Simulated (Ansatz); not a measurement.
Program: Ansatz. Geometries: PBE0-D4/def2-TZVP. ΔE: electronic, gas phase. CBS: MP2 limit from def2 TZ/QZ plus the TZ coupled-cluster correction, frozen cores. This one scheme is used for every species. DFT in def2-TZVPP. For Br outer-core shells are correlated without core-valence functions, which leaves a few kJ/mol of doubt a bond. Scalar relativity is left out up to krypton. One conformer a species, not always the lowest.

`CB(N)S` + HBr → `CB(N)Br` + H₂S  (ligand exchange at a B–S bond)

`CB(N)S`:

```xyz
10

C     0.455    0.929    0.943
B    -0.197   -0.146   -0.002
N     0.381   -0.490   -1.227
S    -1.747   -0.923    0.579
H    -0.239    1.752    1.139
H     1.371    1.356    0.526
H     0.701    0.496    1.917
H     0.005   -1.170   -1.863
H     1.233   -0.062   -1.547
H    -1.963   -1.742   -0.464
```

HBr:

Z-matrix (Å, degrees):
```
Br
H 1 1.420
```

`CB(N)Br`:

Z-matrix (Å, degrees):
```
C
B 1 1.561
H 1 1.094 2 110.5
H 1 1.093 2 112.9 3 -121.4
H 1 1.094 2 110.5 3 117.2
N 2 1.386 1 124.4 3 121.1
Br 2 1.953 1 119.0 3 -58.8
H 6 1.005 2 123.3 1 -180.0
H 6 1.006 2 122.1 1 0.0
```

H₂S:

Z-matrix (Å, degrees):
```
S
H 1 1.341
H 1 1.341 2 92.3
```

| species | PBE-D4 energy (Eh) |
| --- | --- |
| `CB(N)S` | -519.32522 |
| HBr | -2574.36879 |
| `CB(N)Br` | -2694.47283 |
| H₂S | -399.22838 |

Task: Work out ΔE.

Result: ΔE = (-2694.47283) + (-399.22838) − (-519.32522) − (-2574.36879) = -0.00720 Eh = -18.9 kJ/mol. CCSD(T)/CBS gives -25.2 kJ/mol.

Task: What do rigid-rotor, harmonic-oscillator terms from PBE0-D4/def2-TZVP frequencies (298.15 K, 1 bar) make of the CCSD(T)/CBS value? (Estimate.)

Result: The calculation gave: ΔZPE = +0.9 kJ/mol, ΔH = -24.4 kJ/mol, ΔS = 4 J/(mol·K), ΔG = -25.5 kJ/mol. Modes under 50 cm⁻¹ make the entropy rough.

Largest T1 diagnostic among the species: 0.011.

From BLYP to BHLYP (50 % exact exchange), in def2-TZVPP and without D4, ΔE moves by −3.4 kJ/mol. In def2-TZVPP, CCSD(T) changes the Hartree–Fock value by +5.6 kJ/mol (the triples alone add +1.1 kJ/mol) and MP2 by +3.9 kJ/mol. At CCSD(T), def2-SVP lies +5.8 kJ/mol from the extrapolated value and def2-TZVPP +0.9 kJ/mol.
